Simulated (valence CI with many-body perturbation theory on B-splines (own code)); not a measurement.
Ga XXVII: electric-dipole lines

Level of theory: relativistic CI+MBPT: three valence electrons over a frozen Dirac-Fock core [He], radial functions for each j: 11 s, 11 p, 10 d, 8 f, 5 g, 2 h, with the one-electron correlation potential Σ1 (screened to all orders), the two-electron term Σ2, the three-electron term Σ3, Breit, model QED; selected single and double excitations, second order for the rest, scaled by the run's own slope (own B-spline code, finite nucleus).

No measured spectrum was set against this ion. As an estimate, large intervals hold to a few tenths of a per cent, small ones and those within an open d or f shell to about a per cent.

Lines 1 to 50 of 580 in falling wavelength, among levels below 17758 × 10³ cm⁻¹, chosen from the strongest by gf and those to the six lowest levels. Wavelengths and rates use the calculated energies. Electric multipoles are in the length gauge, E1 and E2 with the static RPA response of the core. Weak lines are less certain than strong ones. Lines between different terms over intervals too small for the method are left out, as are lines whose strength nearly cancels. The highest levels of a list are the least certain.

Levels are named by their leading jj configuration (3d3/2^4 stands for four electrons in 3d with j = 3/2), which in mixed levels can hold well under half, so a name can repeat and another be missing. Letters in brackets count levels of one name in rising energy.

| λ vac (Å) | Upper | Lower | A (s⁻¹) | S (a.u.) |
| --- | --- | --- | --- | --- |
| 2251 | (2s 2p1/2 4f7/2) J=7/2 [a] | (2s 2p1/2 4d5/2) J=5/2 [a] | 2.45e+07 | 1.10e+00 |
| 2156 | (2s 2p1/2 4f7/2) J=9/2 | (2s 2p1/2 4d5/2) J=7/2 | 2.96e+07 | 1.47e+00 |
| 2101 | (2s^2 4f7/2) J=7/2 | (2s^2 4d5/2) J=5/2 | 3.22e+07 | 1.18e+00 |
| 1965 | (2s 2p3/2 4f5/2) J=7/2 [b] | (2s 2p3/2 4d3/2) J=5/2 [b] | 3.25e+07 | 9.75e-01 |
| 1930 | (2s 2p3/2 4f7/2) J=9/2 [a] | (2s 2p3/2 4d3/2) J=7/2 | 3.32e+07 | 1.18e+00 |
| 1912 | (2s 2p3/2 4f7/2) J=9/2 [b] | (2s 2p3/2 4d5/2) J=7/2 [b] | 4.27e+07 | 1.47e+00 |
| 1903 | (2s^2 4f5/2) J=5/2 | (2s^2 4d3/2) J=3/2 | 4.04e+07 | 8.25e-01 |
| 1739 | (2s 2p1/2 4f5/2) J=5/2 [a] | (2s 2p1/2 4d3/2) J=3/2 [a] | 5.07e+07 | 7.89e-01 |
| 1684 | (2s 2p1/2 4f5/2) J=7/2 | (2s 2p1/2 4d3/2) J=5/2 | 4.47e+07 | 8.43e-01 |
| 1546 | (2s 2p3/2 4f7/2) J=11/2 | (2s 2p3/2 4d5/2) J=9/2 | 8.20e+07 | 1.79e+00 |
| 1355 | (2s 2p3/2 4d5/2) J=9/2 | (2s 2p3/2 4p3/2) J=7/2 | 1.86e+08 | 2.29e+00 |
| 1291 | (2s 2p1/2 4d5/2) J=7/2 | (2s 2p1/2 4p3/2) J=5/2 | 2.15e+08 | 1.83e+00 |
| 1251 | (2s 2p3/2 4d5/2) J=5/2 [b] | (2s 2p3/2 4p3/2) J=3/2 [b] | 1.97e+08 | 1.14e+00 |
| 1242 | (2s 2p1/2 4d5/2) J=5/2 [a] | (2s 2p1/2 4p3/2) J=3/2 [a] | 2.30e+08 | 1.30e+00 |
| 1239 | (2s 2p3/2 4d5/2) J=7/2 [b] | (2s 2p3/2 4p3/2) J=5/2 [b] | 2.39e+08 | 1.79e+00 |
| 1238 | (2s 2p3/2 4d3/2) J=7/2 | (2s 2p3/2 4p3/2) J=7/2 | 8.26e+07 | 6.19e-01 |
| 1198 | (2s^2 4d5/2) J=5/2 | (2s^2 4p3/2) J=3/2 | 2.65e+08 | 1.35e+00 |
| 1179 | (2s 2p1/2 4p1/2) J=3/2 | (2s 2p1/2 4s) J=3/2 | 1.59e+08 | 5.15e-01 |
| 1155 | (2s 2p3/2 4d5/2) J=3/2 [b] | (2s 2p3/2 4p3/2) J=1/2 [b] | 1.90e+08 | 5.77e-01 |
| 1123 | (2s 2p3/2 4p1/2) J=3/2 [b] | (2s 2p3/2 4s) J=3/2 [b] | 1.77e+08 | 4.94e-01 |
| 1106 | (2s 2p3/2 4d5/2) J=5/2 [a] | (2s 2p3/2 4p3/2) J=3/2 [a] | 2.06e+08 | 8.26e-01 |
| 1099 | (2s 2p1/2 4d5/2) J=5/2 [b] | (2s 2p1/2 4p3/2) J=3/2 [b] | 3.00e+08 | 1.18e+00 |
| 1088 | (2s^2 4p1/2) J=1/2 | (2s^2 4s) J=1/2 | 3.47e+08 | 4.41e-01 |
| 1087 | (2s 2p3/2 4d3/2) J=7/2 | (2s 2p3/2 4p1/2) J=5/2 | 2.08e+08 | 1.06e+00 |
| 1070 | (2s 2p3/2 4d5/2) J=7/2 [a] | (2s 2p3/2 4p3/2) J=5/2 [a] | 3.14e+08 | 1.52e+00 |
| 1062 | (2s 2p3/2 4d3/2) J=5/2 [a] | (2s 2p3/2 4p1/2) J=5/2 | 1.86e+08 | 6.60e-01 |
| 1058 | (2s 2p1/2 4d5/2) J=3/2 | (2s 2p1/2 4p3/2) J=1/2 | 3.05e+08 | 7.14e-01 |
| 1026 | (2s 2p3/2 4p1/2) J=3/2 [a] | (2s 2p3/2 4s) J=5/2 | 2.53e+08 | 5.40e-01 |
| 1018 | (2s 2p3/2 4p3/2) J=3/2 [a] | (2s 2p3/2 4s) J=3/2 [a] | 2.87e+08 | 5.99e-01 |
| 1008 | (2s 2p3/2 4d3/2) J=5/2 [a] | (2s 2p3/2 4p1/2) J=3/2 [a] | 1.81e+08 | 5.50e-01 |
| 1006 | (2s 2p1/2 4d3/2) J=5/2 | (2s 2p1/2 4p1/2) J=3/2 | 3.01e+08 | 9.05e-01 |
| 998.7 | (2s 2p3/2 4d3/2) J=3/2 [b] | (2s 2p3/2 4p1/2) J=1/2 | 2.35e+08 | 4.61e-01 |
| 985.2 | (2s 2p3/2 4d3/2) J=5/2 [b] | (2s 2p3/2 4p1/2) J=3/2 [b] | 3.96e+08 | 1.12e+00 |
| 985.1 | (2s 2p1/2 4d3/2) J=3/2 [a] | (2s 2p1/2 4p1/2) J=1/2 [a] | 3.92e+08 | 7.39e-01 |
| 978.2 | (2s 2p1/2 4p3/2) J=1/2 | (2s 2p1/2 4s) J=1/2 [b] | 4.59e+08 | 4.24e-01 |
| 975.5 | (2s 2p3/2 4d5/2) J=3/2 [a] | (2s 2p3/2 4p3/2) J=3/2 [a] | 2.37e+08 | 4.34e-01 |
| 975.4 | (2s 2p3/2 4p1/2) J=5/2 | (2s 2p3/2 4s) J=5/2 | 3.04e+08 | 8.35e-01 |
| 964.3 | (2s 2p3/2 4d3/2) J=3/2 [a] | (2s 2p3/2 4p1/2) J=3/2 [a] | 2.90e+08 | 5.13e-01 |
| 953.5 | (2s^2 4d3/2) J=3/2 | (2s^2 4p1/2) J=1/2 | 4.37e+08 | 7.48e-01 |
| 918.5 | (2s 2p1/2 4p1/2) J=1/2 [b] | (2s 2p1/2 4s) J=3/2 | 5.91e+08 | 4.52e-01 |
| 892.5 | (2s 2p3/2 4p3/2) J=5/2 [b] | (2s 2p3/2 4s) J=3/2 [b] | 6.17e+08 | 1.30e+00 |
| 888.6 | (2s 2p1/2 4p3/2) J=3/2 [b] | (2s 2p1/2 4s) J=1/2 [b] | 4.46e+08 | 6.17e-01 |
| 878.7 | (2s 2p3/2 4p3/2) J=7/2 | (2s 2p3/2 4s) J=5/2 | 5.84e+08 | 1.56e+00 |
| 870.0 | (2p1/2^2 4p3/2) J=3/2 | (2p1/2^2 4s) J=1/2 | 7.19e+08 | 9.35e-01 |
| 857.7 | (2s 2p3/2 4p3/2) J=5/2 [a] | (2s 2p3/2 4s) J=3/2 [a] | 5.20e+08 | 9.72e-01 |
| 826.4 | (2s 2p3/2 4p3/2) J=3/2 [b] | (2s 2p3/2 4s) J=3/2 [b] | 3.70e+08 | 4.13e-01 |
| 825.0 | (2s 2p1/2 4p3/2) J=3/2 [a] | (2s 2p1/2 4s) J=1/2 [a] | 7.47e+08 | 8.28e-01 |
| 816.8 | (2s^2 4p3/2) J=3/2 | (2s^2 4s) J=1/2 | 8.25e+08 | 8.88e-01 |
| 812.4 | (2s 2p1/2 4p3/2) J=5/2 | (2s 2p1/2 4s) J=3/2 | 8.65e+08 | 1.37e+00 |
| 808.3 | (2s 2p3/2 4p3/2) J=3/2 [b] | (2s 2p3/2 4s) J=1/2 | 4.68e+08 | 4.88e-01 |
